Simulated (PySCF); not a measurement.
**Vertical excitation energies**

Compound: C5H12Si2.
Cartesian coordinates in Å at the GFN2-xTB level; atoms count from 1:
```
atom  x, y, z in Å
C1     2.3582    1.8911   -0.9555
C2     1.8546    1.0199   -0.3071
C3     1.2294   -0.0143    0.4896
C4    -0.2697   -0.1858    0.1770
C5    -0.9901    1.1329    0.4690
Si6   -0.5077   -0.6473   -1.6646
Si7   -0.9644   -1.5489    1.3253
H8     2.8077    2.6466   -1.5277
H9     1.3614    0.2459    1.5468
H10    1.7580   -0.9560    0.3104
H11   -0.8744    1.4196    1.5156
H12   -2.0551    1.0508    0.2582
H13   -0.5837    1.9386   -0.1425
H14   -0.1011    0.4600   -2.5292
H15    0.2976   -1.8319   -1.9706
H16   -1.9245   -0.9420   -1.8956
H17   -0.7468   -1.1446    2.7191
H18   -0.2608   -2.8099    1.0833
H19   -2.3981   -1.7154    1.0909
```

Method used: PySCF 2.14.0, density-fitted response routines, TDDFT PBE0/def2-SVPD, vertical, gas phase, core orbitals frozen in the response.

| state | E (eV) | λ (nm) | ν̃ (cm⁻¹) | f | \|μ\| (D) | main configurations (H = HOMO, L = LUMO) |
| --- | --- | --- | --- | --- | --- | --- |
| S1 | 6.55 | 189.4 | 52800 | 0.0005 | 0.14 | H→L (30%), H-1→L (18%) |
| S2 | 6.78 | 182.8 | 54700 | 0.015 | 0.76 | H→L (25%), H-1→L (24%), H-1→L+3 (13%) |
| S3 | 6.86 | 180.8 | 55320 | 0.0011 | 0.21 | H→L+3 (21%), H-1→L+3 (17%), H-1→L+2 (12%) |
| S4 | 7.03 | 176.3 | 56730 | 0.042 | 1.26 | H-2→L (83%), H→L (10%) |
| S5 | 7.29 | 170.0 | 58820 | 0.031 | 1.06 | H→L (22%), H→L+2 (18%), H→L+1 (15%) |
| S6 | 7.34 | 168.9 | 59200 | 0.0071 | 0.51 | H-1→L (31%), H-1→L+1 (23%), H→L+1 (13%) |
| S7 | 7.49 | 165.4 | 60450 | 0.034 | 1.09 | H-2→L+1 (45%), H-2→L+2 (17%), H→L+1 (16%) |
| S8 | 7.69 | 161.3 | 62020 | 0.082 | 1.68 | H-2→L+1 (31%), H-2→L+2 (30%), H→L+2 (20%) |

Triplets (Tamm–Dancoff): T1 5.38 eV, H→L+3 (17%), H-1→L (10%), H→L+1 (9%); T2 5.89 eV, H→L (12%), H-1→L+2 (10%), H→L+3 (10%); T3 5.91 eV, H-1→L+3 (14%), H→L+3 (11%), H-1→L (10%).

The lowest singlet comes at 189 nm (632 kJ/mol) in the vacuum ultraviolet; it is very weak; its leading configuration is HOMO→LUMO (30%). The strongest level in the table is S8 at 7.69 eV (161 nm, f = 0.082). It is the last of those listed, so stronger ones may follow. Löwdin shares by element: HOMO carbon 80% or more (atoms not listed hold the other 20%); LUMO silicon 31%, carbon 14% or more (atoms not listed hold the other 55%). The listed states span 1.14 eV, and the widest gap between neighbours is 0.26 eV (S4 to S5). Of the 8 states listed, 5 reach f = 0.01 and none stays under 0.0005. The oscillator strengths of these states sum to 0.213; summed over the whole spectrum of an exact calculation they would give the number of electrons, 70 (Thomas–Reiche–Kuhn). The window holds the lowest 8 singlets.

Hardware: an Arm Neoverse N1 with one thread, shared host with 64 logical CPUs at a one-minute load of 59. Cost: 2.0 min wall (grids of density and orbitals included), 0.91 GiB resident at most.

One conformer stands for the species.
